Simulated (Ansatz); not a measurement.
Total energies of Si₂₂H₂₈, a nanocrystal cut from cubic silicon from Ansatz at PBE0-D4/def2-SVP, gas phase (1 Eh = 27.2114 eV = 2625.5 kJ/mol). The reference geometry is relaxed at PBE-D4/def2-SVP.

Cartesian coordinates in Å:
```
Si 3.0089 -0.8933 2.7036
Si -0.6331 -1.1170 3.9384
Si 3.9939 -2.4296 -0.6792
Si 3.8949 1.3889 -0.2432
Si 0.2602 1.1667 0.9807
Si 1.1445 3.4576 -1.9736
Si 1.2336 -0.3584 -2.3907
Si -2.4788 3.2345 -0.7464
Si 0.3491 -2.6341 0.5509
Si -3.2899 -2.8780 1.7901
Si -2.3812 -0.5810 -1.1657
Si -3.3699 0.9410 2.2182
Si -1.5075 1.7086 -4.1378
Si 4.3955 -0.6543 0.8153
Si 0.7486 -0.8677 2.0505
Si -2.8961 -1.1031 3.2871
Si 1.7338 -2.4033 -1.3384
Si 1.6376 1.4197 -0.9062
Si -1.9962 1.1961 0.3251
Si -1.1119 3.4883 -2.6470
Si -1.0199 -0.3321 -3.0695
Si -1.9120 -2.6277 -0.1026
H 3.3092 -2.1947 3.4068
H 3.2599 0.2357 3.6734
H -0.3672 0.0136 4.9023
H -0.3006 -2.4159 4.6315
H 4.3170 -3.7426 -0.0091
H 4.8829 -2.2876 -1.8903
H 4.1507 2.5358 0.7040
H 4.7734 1.5742 -1.4565
H 0.5151 2.3071 1.9395
H 1.4134 4.5964 -1.0202
H 2.0462 3.6234 -3.1726
H 2.1258 -0.1811 -3.5986
H -2.2388 4.3717 0.2165
H -3.9338 3.2547 -1.1473
H 0.6671 -3.9348 1.2534
H -2.9942 -4.1929 2.4692
H -4.7399 -2.8799 1.3720
H -3.8356 -0.5488 -1.5781
H -3.1253 2.0880 3.1683
H -4.8175 0.9809 1.7930
H -0.6396 1.8666 -5.3622
H -2.9508 1.7244 -4.5786
H 5.8468 -0.6693 1.2400
H -3.7805 -1.2621 4.5035
H 1.4545 -3.5369 -2.2993
H -1.4246 4.8001 -3.3315
H -1.2678 -1.4892 -4.0109
H -2.1497 -3.7588 -1.0776
```

```csv
state,geometry,energy (Eh)
charge 0 singlet,reference,-6381.46939
charge 1 doublet,reference,-6381.16891
charge -1 doublet,reference,-6381.49101
free Si atom (triplet),–,-289.15194
free H atom (doublet),–,-0.50029
```

Single mean-field runs in def2-SVP are fitted with def2-universal-jkfit.

Question: Work out the vertical ionisation energy to the doublet.

Answer: E(charge 1 doublet) − E(charge 0 singlet) = -6381.16891 − (-6381.46939) = 0.30048 Eh = 8.18 eV. For comparison, −ε of the highest occupied level is 7.12 eV at this level, 1.06 eV less.

Question: Work out the vertical electron affinity, to the doublet.

Answer: E(charge 0 singlet) − E(charge -1 doublet) = -6381.46939 − (-6381.49101) = 0.02162 Eh = 0.59 eV. The basis lacks diffuse functions, which makes affinities too small.

Question: Give the fundamental gap IE − EA, the Mulliken electronegativity (IE + EA)/2 and the hardness (IE − EA)/2.

Answer: From the values in Eh: IE − EA = 0.30048 − 0.02162 = 0.27886 Eh = 7.59 eV; (IE + EA)/2 = 4.38 eV; (IE − EA)/2 = 3.79 eV. The HOMO–LUMO gap of the same run is 5.67 eV, 1.92 eV smaller than the fundamental gap.

Question: What is the binding energy per atom against free atoms?

Answer: Atoms: 22 × (-289.15194) + 28 × (-0.50029) = -6375.35080 Eh. Binding: -6375.35080 − (-6381.46939) = 6.11859 Eh = 166.50 eV, or 3.33 eV for each of 50 atoms (no zero-point energy, no counterpoise term).

At PBE0-D4/def2-SVP the highest occupied level of the charge -1 doublet lies above zero (up to 0.42 eV). By energy differences its removal costs 0.59 eV (vertical, to the charge 0 singlet, at PBE0-D4/def2-SVP); self-interaction error and the lack of diffuse functions both raise the level.
